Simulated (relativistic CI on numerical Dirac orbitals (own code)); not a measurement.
**What each ingredient does to the levels of Te³⁵⁺**

Base calculation: Dirac-Coulomb-Breit CI, orbitals from a KLI potential per configuration, model QED (radiative potential, 1s self-energy scaled to tabulated hydrogen-like ionisation energies), unscaled Slater integrals.

Configurations in the expansion (outside the closed core [Ne]): 3s²3p⁵, 3s3p⁶, 3s²3p⁴3d, 3s3p⁵3d, 3p⁶3d, 3s3p⁴3d², 3s²3p³3d4p, 3p⁶4s, 3s3p⁴3d4s, 3s²3p⁴4s, 3p⁶4p, 3s²3p⁴4p, 3s²3p³3d², 3s²3p²3d³, 3s3p³3d³, 3s²3p²3d²4s, 3s²3p²3d²4p. Double excitations out of closed p, d and f shells are left out; levels of such configurations are missing from the list, as are those of other unlisted configurations, and high levels can miss mixing partners.

The lowest level and the first level of each name with at least 55 % of one term (blank where a level has no safe partner in the second run):

```json
{"Level": "3s²3p⁵ ²P°3/2", "Base (cm⁻¹)": "0", "Shift (cm⁻¹)": "0"}
{"Level": "3s²3p⁵ ²P°1/2", "Base (cm⁻¹)": "522040", "Shift (cm⁻¹)": "-877"}
{"Level": "3s²3p⁴3d ⁴F9/2", "Base (cm⁻¹)": "1341949", "Shift (cm⁻¹)": "+903"}
{"Level": "3s²3p⁴3d ⁴D1/2", "Base (cm⁻¹)": "1660871", "Shift (cm⁻¹)": "+400"}
{"Level": "3s²3p⁴3d ²G7/2", "Base (cm⁻¹)": "1780582", "Shift (cm⁻¹)": "+359"}
{"Level": "3s²3p⁴3d ²G9/2", "Base (cm⁻¹)": "1888343", "Shift (cm⁻¹)": "+23"}
{"Level": "3s3p⁵3d ⁴F°9/2", "Base (cm⁻¹)": "2689644", "Shift (cm⁻¹)": "+7553"}
```

At this charge energies of transitions that change n are usually good to better than 1 %, and those within a shell (Δn = 0) to a few per cent.

Task: One thing was changed in a second run, which moved the levels as shown. Which?
A. configuration mixing switched off
B. QED terms removed
C. P86 correlation estimate
D. Breit term removed

Result: B. QED terms removed. QED shifts follow the density of s (and p1/2) electrons at the nucleus, so configurations move by their count of such electrons; where none moves, the smaller shifts of p3/2 electrons and of j = l + 1/2 against j = l − 1/2 set the pattern.

LS names give the leading component of a level, which can be under half, so a name can repeat, a term be missing and a line seem to break the LS rules.
